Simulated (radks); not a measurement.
The numbers below are computed, except where a source is named.
Dispersion coefficients C6 (hartree bohr^6) between ground-configuration atoms and ions, from the Casimir-Polder integral (3/pi) of alpha_A(iw) alpha_B(iw). Code: a radial shooting solver on a logarithmic mesh with Libxc functionals. Model: non-relativistic Kohn-Sham, LDA (Slater exchange, Perdew-Wang correlation), spin-polarised, spherical densities, point nucleus; open shells are filled with parallel spins first. Response by self-consistent Sternheimer equations with the Hartree and adiabatic LDA kernel. For heavy and open-shell atoms this level of theory can miss by tens of per cent.

\begin{tabular}{lrrrrrrr}
C6 & Sc & Sc+ & Sc2+ & Sc3+ & Sc4+ & Sc5+ & Sc6+ \\ \hline
Sc & 1431 &  &  &  &  &  &  \\
Sc+ & 707.6 & 353.2 &  &  &  &  &  \\
Sc2+ & 105.2 & 56.70 & 14.68 &  &  &  &  \\
Sc3+ & 53.72 & 29.87 & 8.999 & 5.756 &  &  &  \\
Sc4+ & 43.20 & 24.05 & 7.289 & 4.674 & 3.797 &  &  \\
Sc5+ & 35.70 & 19.86 & 6.001 & 3.846 & 3.124 & 2.571 &  \\
Sc6+ & 30.33 & 16.82 & 5.016 & 3.202 & 2.601 & 2.141 & 1.783 \\
\end{tabular}

Static polarisabilities (bohr^3): Sc ([Ar] 3d1 4s2) 116.8, Sc+ ([Ar] 3d1 4s1) 53.89, Sc2+ ([Ar] 3d1) 4.944, Sc3+ ([Ar]) 2.171, Sc4+ ([Ne] 3s2 3p5) 1.741, Sc5+ ([Ne] 3s2 3p4) 1.444, Sc6+ ([Ne] 3s2 3p3) 1.238. The combination rule 2 Ca Cb / ((alpha_b/alpha_a) Ca + (alpha_a/alpha_b) Cb) gives 25.88 for Sc+-Sc3+, against 29.87 from the integral.
